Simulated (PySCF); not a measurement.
BiF₃, SMILES [F][Bi]([F])[F]. Coordinates come from a PBE-D3(BJ)/def2-SVP optimisation. The isomer is the one that the SMILES or the coordinates give; other isomers of the formula were not compared. The def2 effective core potentials stand for the cores of Bi; spin–orbit coupling is left out.

Computed with PySCF with PBE-D3(BJ)/def2-SVP.

Harmonic wavenumbers (cm⁻¹): 157, 157, 177, 572, 572, 582. Rotational constants (GHz): 3.705, 3.705, 2.861; symmetry number 3.

### Question
Work out the zero-point energy and the ideal-gas rigid-rotor harmonic-oscillator thermochemistry at 298.15 K and 1 atm.

### Answer
ZPE = ½ Σ hcν = ½ × 2217 cm⁻¹ = 3.17 kcal/mol. H − E(el) = 7.03 kcal/mol. Entropy in cal/(mol K): translation 42.63, rotation 24.32, vibration 9.01, total 75.96. G − E(el) = -15.61 kcal/mol. Cp = 16.86 cal/(mol K).
